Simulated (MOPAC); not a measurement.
MOPAC input (PM3):

```
PM3 1SCF CHARGE=-1 GEO-OK AUX(PRECISION=9) THREADS=1
H3O3SSi

O     0.21224000 1   -1.02872200 1    1.53997000 1
Si    0.07560100 1   -0.44014200 1    0.11729900 1
O     1.46327500 1   -0.56521700 1   -0.85048300 1
O    -1.07005700 1   -1.00950800 1   -0.97646800 1
S    -0.43385100 1    1.71278900 1    0.22246600 1
H     2.22267000 1   -0.64328500 1   -0.26555800 1
H    -0.67226300 1   -1.68364700 1   -1.53515400 1
H    -0.51086200 1    1.91187000 1   -1.10508500 1
```

Output:

```
 *******************************************************************************
 **                                                                           **
 **                              MOPAC v23.2.5                                **
 **                                                                           **
 *******************************************************************************
 ** MOPAC's Digital Object Identifier: https://doi.org/10.5281/zenodo.6511958 **
 **                                                                           **
 ** Please cite the open-source release paper for use of this MOPAC version:  **
 ** J. E. Moussa and J. J. P. Stewart (2026)                                  **
 ** MOPAC: An open-source semiempirical molecular orbital program             **
 ** J. Open Source Softw., 11(119), 8025, https://doi.org/10.21105/joss.08025 **
 *******************************************************************************

                              PM3 CALCULATION RESULTS

 *******************************************************************************
 *  PM3        - The PM3 Hamiltonian to be used
 *  GEO-OK     - OVERRIDE INTERATOMIC DISTANCE AND OTHER SAFETY CHECKS
 *
 *
 *
 *                 CHARGE ON SYSTEM = -1
 *
 *
 *
 *  1SCF       - DO 1 SCF AND THEN STOP
 *  AUX        - OUTPUT AUXILIARY INFORMATION
 *******************************************************************************
PM3 1SCF CHARGE=-1 GEO-OK AUX(PRECISION=9) THREADS=1
 H3O3SSi

   ATOM   CHEMICAL          X               Y               Z
  NUMBER   SYMBOL      (ANGSTROMS)     (ANGSTROMS)     (ANGSTROMS)

     1       O          0.21224000  *  -1.02872200  *   1.53997000  *
     2      Si          0.07560100  *  -0.44014200  *   0.11729900  *
     3       O          1.46327500  *  -0.56521700  *  -0.85048300  *
     4       O         -1.07005700  *  -1.00950800  *  -0.97646800  *
     5       S         -0.43385100  *   1.71278900  *   0.22246600  *
     6       H          2.22267000  *  -0.64328500  *  -0.26555800  *
     7       H         -0.67226300  *  -1.68364700  *  -1.53515400  *
     8       H         -0.51086200  *   1.91187000  *  -1.10508500  *

          CARTESIAN COORDINATES

    NO.       ATOM           X           Y           Z

     1         O          0.2122     -1.0287      1.5400
     2        Si          0.0756     -0.4401      0.1173
     3         O          1.4633     -0.5652     -0.8505
     4         O         -1.0701     -1.0095     -0.9765
     5         S         -0.4339      1.7128      0.2225
     6         H          2.2227     -0.6433     -0.2656
     7         H         -0.6723     -1.6836     -1.5352
     8         H         -0.5109      1.9119     -1.1051

  H: (PM3): J. J. P. STEWART, J. COMP. CHEM. 10, 209 (1989).
  O: (PM3): J. J. P. STEWART, J. COMP. CHEM. 10, 209 (1989).
 Si: (PM3): J. J. P. STEWART, J. COMP. CHEM. 10, 209 (1989).
  S: (PM3): J. J. P. STEWART, J. COMP. CHEM. 10, 209 (1989).

           Empirical Formula: H3 O3 Si S  =     8 atoms

      MOLECULAR POINT GROUP   :   C1

      RHF CALCULATION, NO. OF DOUBLY OCCUPIED LEVELS = 16

 -------------------------------------------------------------------------------
 PM3 1SCF CHARGE=-1 GEO-OK AUX(PRECISION=9) THREADS=1
 H3O3SSi

     1SCF WAS SPECIFIED, SO BFGS WAS NOT USED
     SCF FIELD WAS ACHIEVED

                              PM3 CALCULATION
                                                       MOPAC v23.2.5 Linux

          FINAL HEAT OF FORMATION =       -247.68414 KCAL/MOL =   -1036.31043 KJ/MOL

          COSMO AREA              =        120.98 SQUARE ANGSTROMS
          COSMO VOLUME            =        111.28 CUBIC ANGSTROMS

          IONIZATION POTENTIAL    =          4.033349 EV
          HOMO LUMO ENERGIES (EV) =         -4.033  4.639
          NO. OF FILLED LEVELS    =         16
          MOLECULAR WEIGHT        =        111.1674         POINT GROUP:  C1

          MOLECULAR DIMENSIONS (Angstroms)

            Atom       Atom       Distance
            H     8    O     1     4.02073
            H     7    S     5     3.60984
            H     6    O     4     3.07213

          SCF CALCULATIONS        =          1

   ATOM   CHEMICAL          X               Y               Z
  NUMBER   SYMBOL      (ANGSTROMS)     (ANGSTROMS)     (ANGSTROMS)

     1       O          0.21224000  *  -1.02872200  *   1.53997000  *
     2      Si          0.07560100  *  -0.44014200  *   0.11729900  *
     3       O          1.46327500  *  -0.56521700  *  -0.85048300  *
     4       O         -1.07005700  *  -1.00950800  *  -0.97646800  *
     5       S         -0.43385100  *   1.71278900  *   0.22246600  *
     6       H          2.22267000  *  -0.64328500  *  -0.26555800  *
     7       H         -0.67226300  *  -1.68364700  *  -1.53515400  *
     8       H         -0.51086200  *   1.91187000  *  -1.10508500  *

                             CARTESIAN COORDINATES

   1    O        0.212240000    -1.028722000     1.539970000
   2   Si        0.075601000    -0.440142000     0.117299000
   3    O        1.463275000    -0.565217000    -0.850483000
   4    O       -1.070057000    -1.009508000    -0.976468000
   5    S       -0.433851000     1.712789000     0.222466000
   6    H        2.222670000    -0.643285000    -0.265558000
   7    H       -0.672263000    -1.683647000    -1.535154000
   8    H       -0.510862000     1.911870000    -1.105085000

           Empirical Formula: H3 O3 Si S  =     8 atoms

      MOLECULAR POINT GROUP   :   C1

                  EIGENVALUES
 -31.11488 -30.27325 -26.67459 -21.33207 -12.03967 -11.67913  -9.92769  -9.31073
  -8.61595  -7.54399  -7.05303  -6.34805  -5.45087  -4.80770  -4.24706  -4.03335
   4.63910   6.07828   6.55640   6.82535   8.30233   9.84016  10.21211

              NET ATOMIC CHARGES AND DIPOLE CONTRIBUTIONS

  ATOM NO.   TYPE          CHARGE      No. of ELECS.   s-Pop       p-Pop
    1          O          -0.683802        6.6838     1.86283     4.82097
    2         Si           0.822698        3.1773     0.93463     2.24267
    3          O          -0.537642        6.5376     1.78793     4.74972
    4          O          -0.495829        6.4958     1.77985     4.71598
    5          S          -0.446031        6.4460     1.91233     4.53370
    6          H           0.177375        0.8226     0.82263
    7          H           0.165853        0.8341     0.83415
    8          H          -0.002623        1.0026     1.00262
 DIPOLE           X         Y         Z       TOTAL
 POINT-CHG.     0.620    -0.059    -1.859     1.960
 HYBRID         0.716    -0.707    -1.591     1.883
 SUM            1.336    -0.766    -3.450     3.779

          ATOMIC ORBITAL ELECTRON POPULATIONS

     Atom    s        px        py        pz
    1  O   1.86283   1.78326   1.63257   1.40513
    2 Si   0.93463   0.71234   0.80099   0.72934
    3  O   1.78793   1.29293   1.92141   1.53538
    4  O   1.77985   1.59018   1.56497   1.56082
    5  S   1.91233   1.93689   1.53460   1.06222
    6  H   0.82263
    7  H   0.83415
    8  H   1.00262

 **********************
 *                    *
 * JOB ENDED NORMALLY *
 *                    *
 **********************

 == MOPAC DONE ==
```

The dipole moment of an ion depends on the origin.

The geometry given is a B3LYP-D3(BJ)/def2-TZVP minimum.
